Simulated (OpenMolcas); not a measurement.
## Co V: Racah parameters, worked from levels

```yaml
Program: OpenMolcas 26.06
Basis: ANO-RCC-VQZP [7s6p4d3f2g1h]
Scalar_Hamiltonian: DKH2, point nucleus
Active_space: 5 electrons in 5 orbitals (3d)
State_averaging: 2S+1 = 6 even, 1 root; 2S+1 = 4 even, 24 roots; 2S+1 = 2 even, 75 roots
Spin-orbit_coupling: RASSI with atomic mean-field integrals over the reference wave functions, term energies averaged over their components
```

Methods: CASSCF; MS-CASPT2, IPEA 0.25 Eh, imaginary shift 0.1 Eh (closed shells correlated: 3s 3p).

**Racah parameters.** Above ⁶S, d5 has ⁴D at 17B + 5C, ⁴G at 10B + 5C and ⁴P at 7B + 7C. The first two fix B and C, and the third tests them; where it misses by thousands of cm-1, two parameters do not describe the configuration (Trees and configuration-interaction terms are left out) and B and C hang on the terms chosen. Term energies are centres of gravity, weighted by 2J + 1.

```csv
Source,⁴D,⁴G,B,C,C/B,"⁴P from B, C",⁴P found
CASSCF,52896,42509,1484,5534,3.73,49126,48918
MS-CASPT2,46261,38471,1113,5468,4.91,46067,42448
```

Energies in cm-1. From CASSCF to MS-CASPT2, B changes by -25.0 % and C by -1.2 %.

CASPT2 does not keep the components of a term degenerate, so their means are used; among the terms shown or strongly mixed into the levels shown the widest spread is 200 cm-1 (3d⁵ ⁴G, MS-CASPT2). Without dynamic correlation excited terms often stand tens of per cent too high (terms of higher spin than the ground term too low), and those without a measured partner can miss by more than the paired ones (holds for CASSCF). Blocks of more than 70 roots (2S+1 = 2 even) ran without multistate coupling (holds for MS-CASPT2). Only configurations of the active space appear.
